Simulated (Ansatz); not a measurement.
Program: Ansatz. Geometries: PBE0-D4/def2-TZVP. ΔE: electronic, gas phase. CBS: MP2 limit from def2 TZ/QZ plus the TZ coupled-cluster correction, frozen cores. DFT in def2-TZVPP. For Ge outer-core shells are correlated without core-valence functions, which leaves a few kJ/mol of doubt a bond. Scalar relativity is left out up to krypton. Each species was taken in one conformer, which may not be the lowest.

Reaction (formal exchange of groups at a C–Ge bond): `[CH3][GeH]([F])[F]` + `[OH][GeH2][F]` → `[CH3][GeH]([OH])[F]` + `[F][GeH2][F]`

`[CH3][GeH]([F])[F]`:

```xyz
8

C    -0.648    0.199    0.813
Ge    0.603   -0.209   -0.587
F     0.983    1.255   -1.427
F    -0.198   -1.185   -1.771
H    -0.962   -0.717    1.315
H    -0.190    0.869    1.542
H    -1.520    0.686    0.376
H     1.932   -0.898   -0.262
```

`[OH][GeH2][F]`:

Cartesian coordinates in Å:
```
O 0.364 -0.812 -1.051
Ge 0.036 0.091 0.424
F 0.144 1.783 0.040
H -0.310 -0.705 -1.725
H -1.402 -0.116 0.920
H 1.168 -0.242 1.392
```

`[CH3][GeH]([OH])[F]`:

```xyz
9

C     0.340    1.271    0.182
Ge    0.089   -0.635    0.135
O    -0.968   -0.982   -1.236
F    -0.777   -1.112    1.572
H    -0.636    1.755    0.196
H     0.888    1.599   -0.702
H     0.896    1.556    1.075
H     1.334   -1.537    0.121
H    -1.165   -1.916   -1.342
```

`[F][GeH2][F]`:

Cartesian coordinates in Å:
```
F 0.407 -1.374 -0.836
Ge -0.072 0.077 -0.036
F 0.813 0.083 1.444
H -1.556 -0.044 0.305
H 0.409 1.258 -0.876
```

```csv
species,PBE-D4 energy (Eh)
`[CH3][GeH]([F])[F]`,-2316.83749
`[OH][GeH2][F]`,-2253.52144
`[CH3][GeH]([OH])[F]`,-2292.81261
`[F][GeH2][F]`,-2277.54527
```

Problem. Work out ΔE.

Solution. ΔE = (-2292.81261) + (-2277.54527) − (-2316.83749) − (-2253.52144) = 0.00105 Eh = +0.03 eV. CCSD(T)/CBS gives +0.03 eV.

Problem. What do rigid-rotor, harmonic-oscillator terms from PBE0-D4/def2-TZVP frequencies (298.15 K, 1 bar) make of the CCSD(T)/CBS value? (Best estimate.)

Solution. The calculation gave: ΔZPE = 0.00 eV, ΔH = +0.03 eV, ΔS = -5 J/(mol·K), ΔG = +0.04 eV.

Largest T1 diagnostic among the species: 0.012.

Leaving LDA and LC-ωPBE aside and taking each functional with its dispersion term where it has one, the values, not all of them listed here, spread over 0.00 eV, from revPBE-D4 to r2SCAN-D4.
